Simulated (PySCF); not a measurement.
BH2, SMILES [BH2+], charge +1. Atoms are numbered in the order given.

```xyz
3

B      0.0000     0.0000     0.0000
H      0.0000     0.0000    -1.1774
H      0.0000     0.0000     1.1774
```
Charge +1, spin multiplicity 1.

Geometry: r2SCAN-D4/def2-TZVPD.

Computed with TDDFT-PBE/def2-TZVPD (PySCF).

Vertical excitations; the highest root listed may be one member of a degenerate set.  State labels are in the subgroup D2h.

```tsv
state	symmetry	energy (eV)	λ (nm)	f	main pairs
S1	B3g	7.08	175	0.000	HOMO→LUMO (degenerate set)
S2	B2g	7.08	175	0.000	HOMO→LUMO+1 (degenerate set)
S3	B2u	10.79	115	0.248	HOMO−1→LUMO (degenerate set)
S4	B3u	10.79	115	0.248	HOMO−1→LUMO+1 (degenerate set)
S5	B1u	13.87	89	0.611	HOMO→LUMO+2 75 %, HOMO→LUMO+3 24 %
S6	B1u	15.08	82	0.152	HOMO→LUMO+3 75 %, HOMO→LUMO+2 22 %
S7	Ag	15.48	80	0.000	HOMO→LUMO+4 50 %, HOMO−1→LUMO+2 47 %
S8	Ag	16.22	76	0.000	HOMO−1→LUMO+2 48 %, HOMO→LUMO+4 41 %
S9	B2u	16.69	74	0.308	HOMO→LUMO+6 (degenerate set)
S10	B3u	16.69	74	0.308	HOMO→LUMO+5 (degenerate set)
T1	B3g	6.02	206	0	HOMO→LUMO (degenerate set)
T2	B2g	6.02	206	0	HOMO→LUMO+1 (degenerate set)
T3	B2u	7.75	160	0	HOMO−1→LUMO (degenerate set)
T4	B3u	7.75	160	0	HOMO−1→LUMO+1 (degenerate set)
```
Triplets are in the Tamm–Dancoff approximation, which puts them higher than full response would, so one can lie above its singlet here.
